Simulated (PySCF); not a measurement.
# C4H12SSi: core ionisation energies

Species: Me3Si(SMe), C4H12SSi.
SMILES with atom numbers: `[CH3:1][S:2][Si:3]([CH3:4])([CH3:5])[CH3:6]`

Method used: PySCF, delta-SCF UKS SCAN, pcX-2 on the ionised atom, pcseg-1 elsewhere, spin-free X2C. These are vertical core ionisation energies against the vacuum level, from separate self-consistent calculations with and without the core hole.

**Question.** What binding energy does each computed site have?

**Answer.** 
```json
{"atom(s)": "Si3", "bonded to": "S and 3 C", "level": "Si 2p3/2", "binding energy (eV)": "106.20", "2p1/2 (eV)": "106.83", "above the level's lowest (eV)": "0.00", "count": "1"}
{"atom(s)": "C4/C5/C6", "bonded to": "3 H and Si", "level": "C 1s", "binding energy (eV)": "289.99", "2p1/2 (eV)": "–", "above the level's lowest (eV)": "0.00", "count": "3"}
{"atom(s)": "C1", "bonded to": "S and 3 H", "level": "C 1s", "binding energy (eV)": "291.11", "2p1/2 (eV)": "–", "above the level's lowest (eV)": "+1.12", "count": "1"}
{"atom(s)": "Si3", "bonded to": "S and 3 C", "level": "Si 1s", "binding energy (eV)": "1846.07", "2p1/2 (eV)": "–", "above the level's lowest (eV)": "0.00", "count": "1"}
{"atom(s)": "S2", "bonded to": "C and Si", "level": "S 1s", "binding energy (eV)": "2476.09", "2p1/2 (eV)": "–", "above the level's lowest (eV)": "0.00", "count": "1"}
```

The listed C 1s values span 1.12 eV, from C4/C5/C6 (bonded to 3 H and Si) to C1 (bonded to S and 3 H).

**Question.** What is the longest wavelength that can ionise Si 2p3/2 of Si3 vertically?

**Answer.** λ = hc/E = 12398.42 eV Å / 106.20 eV = 116.746 Å.

**Question.** Which photon energy gives electrons from Si 2p3/2 of Si3 a kinetic energy of 200 eV, and what is their de Broglie wavelength?

**Answer.** hν = 106.20 + 200 = 306.20 eV, recoil neglected; λ = 12.264 Å/√(E/eV) = 0.87 Å.

Topologically equivalent atoms share the value of their first member; where this conformer doesn't relate them by symmetry, their own values could differ. Not every level is listed. The 2p values aren't plain energy differences: one relaxed spin-free 2p hole is combined with a matrix within the shell (ground-state 2p orbital-energy differences and spin–orbit coupling). 2p3/2, the mean of its two sublevels, lies a third of the splitting below the shell's mean and 2p1/2 two thirds above it; the statistical areas are 2:1. 2p1/2 minus 2p3/2 (ligand field included): Si 0.62 eV. Geometry: PBE0-D3(BJ)/def2-SVP; no solvent, vibrations or thermal averaging.

The values belong to the conformer `[CH3:1][S:2][Si:3]([CH3:4])([CH3:5])[CH3:6]`: C1–S2–Si3–C4 59°.
